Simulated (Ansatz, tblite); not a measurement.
Isomers of Sn$_{3}$O$_{4}$ (singlet), found by a short tight-binding search and relaxed with r2SCAN-D4/def2-SVP in Ansatz.

In the def2 sets Sn takes a core potential; there is no spin–orbit coupling. The xTB rows come from tblite. B3LYP takes the VWN-RPA correlation. HSE06 is defined as in plane-wave codes, on full-range PBE exchange. Correlated methods freeze 16 core orbitals; core or outer-core shells of Sn are correlated, in sets that lack core-valence functions.

Run but left out: HF/STO-3G, HF/def2-SVP (A: restricted singlet, unstable in another Hartree–Fock run and untested here); HF/def2-TZVP (A: restricted singlet, unstable towards broken spin symmetry).

A: The restricted singlet is unstable towards broken spin symmetry in Hartree–Fock (as tested in another run); at PBE-D4/def2-SVP, PBE-D4/def2-TZVP, BLYP-D4/def2-TZVP, r2SCAN-D4/def2-TZVP and others this wasn't settled. At CCSD(T)/def2-SVP T1 of the charge 0 singlet is large (up to 0.022), so the single-reference result is doubtful. At MP2/def2-TZVP the restricted singlet (for correlated methods, its reference) is unstable: a solution with broken spin symmetry lies lower. It holds 1 O–O bond. B: The restricted singlet is unstable towards broken spin symmetry in Hartree–Fock (as tested in another run); at PBE-D4/def2-SVP, PBE-D4/def2-TZVP, BLYP-D4/def2-TZVP, r2SCAN-D4/def2-TZVP and others this wasn't settled. At CCSD(T)/def2-SVP, MP2/def2-TZVP the restricted singlet (for correlated methods, its reference) is unstable: a solution with broken spin symmetry lies lower. It holds 1 O–O bond. C: At CCSD(T)/def2-SVP T1 of the charge 0 singlet is large (up to 0.021), so the single-reference result is doubtful. It holds 1 O–O bond. D: At CCSD(T)/def2-SVP T1 of the charge 0 singlet is large (up to 0.020), so the single-reference result is doubtful. It holds 1 O–O bond.

Other spin states weren't relaxed.

A:

```xyz
7

Sn   -2.3138    0.5815    0.7352
Sn    1.3119    1.4417    0.6171
Sn   -0.0648   -1.4510   -0.3916
O    -1.9917   -0.6813   -0.7299
O    -0.2876    0.2165    1.1465
O     2.1721   -0.2991   -0.1706
O     1.1738    0.1918   -1.2068
```

B:

```
atom   x (Å)   y (Å)   z (Å)
 Sn1  -1.207  -1.259   1.714
 Sn2  -0.485  -0.611  -1.940
 Sn3   1.280   1.440   0.811
  O4   1.342   0.286  -1.075
  O5   0.129   0.219   1.886
  O6  -1.259  -1.399  -0.281
  O7   0.201   1.323  -1.116
```

C:

```
atom    x (Å)    y (Å)    z (Å)
 Sn1  -0.8957   1.5792   1.1528
 Sn2  -0.1225   0.2979  -1.7593
 Sn3   1.3490  -1.5523   0.7835
  O4   1.2614  -1.0852  -1.1010
  O5  -1.4157  -0.3105   0.0565
  O6  -0.5539  -0.6716   1.2191
  O7   0.3775   1.7425  -0.3517
```

D:

```xyz
7

Sn   -0.305    0.402   -1.726
Sn    0.020    1.825    1.274
Sn    0.472   -2.159    0.266
O    -0.794   -1.486   -1.081
O    -1.146    1.615   -0.296
O     0.470   -0.299    1.394
O     1.282    0.103    0.169
```

Task: Estimate which lies lowest at each level, and how far above it the others are (kJ/mol).

Result: 
| level | A | B | C | D |
| --- | --- | --- | --- | --- |
| GFN1-xTB | 66.6 | 0.0 | 80.3 | 54.2 |
| GFN2-xTB | 99.6 | 0.0 | 62.2 | 58.9 |
| PBE-D4/def2-SVP | 10.6 | 1.7 | 0.0 | 19.7 |
| PBE-D4/def2-TZVP | 23.2 | 0.0 | 7.2 | 26.8 |
| BLYP-D4/def2-TZVP | 37.8 | 0.0 | 14.4 | 35.9 |
| r2SCAN-D4/def2-TZVP | 21.2 | 0.0 | 8.1 | 25.4 |
| B3LYP-D4/def2-TZVP | 41.7 | 0.0 | 18.4 | 38.0 |
| PBE0-D4/def2-SVP | 16.7 | 0.0 | 4.7 | 22.1 |
| PBE0-D4/def2-TZVP | 30.2 | 0.0 | 12.8 | 30.5 |
| HSE06-D4/def2-TZVP | 30.2 | 0.0 | 13.0 | 30.6 |
| MP2/def2-SVP | 20.0 | 0.0 | 14.3 | 25.8 |
| MP2/def2-TZVP | 21.4 | 0.0 | 13.7 | 25.9 |
| CCSD/def2-SVP | 26.1 | 0.0 | 18.2 | 29.4 |
| CCSD(T)/def2-SVP | 19.0 | 0.0 | 12.5 | 24.9 |
Point groups (tolerance 0.1 Å): A not assigned, B not assigned, C not assigned, D Cs. B and D have the same bonds, so they are conformers or stereoisomers. Lower isomers may exist. From def2-SVP to def2-TZVP the PBE0 values move by up to 13.5 kJ/mol, so results in the small set are rough.
